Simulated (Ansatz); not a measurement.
Ansatz (a first-principles code) input:

Ansatz 0.2 input:
```yaml
crystal:
  periodic: [false, false, false]
  atoms:
    - {symbol: Cs, position_ang: [-0.00000000, -0.00000000, -2.98396199]}
    - {symbol: Cs, position_ang: [0.00000000, 0.00000000, 2.98396199]}
basis:
  gaussian:
    orbitals: def2-TZVPD
hamiltonian:
  xc: {name: B2GP-PLYP}
total_charge: 1
magnetization: {spin_polarized: true, initial_magnetization: 1}
correlation: {electrons: outside_noble_gas}
```

Problem. Which total energy does the run end on?

Solution. -39.89221 Eh (B2GP-PLYP/def2-TZVPD). The basis has 64 functions.
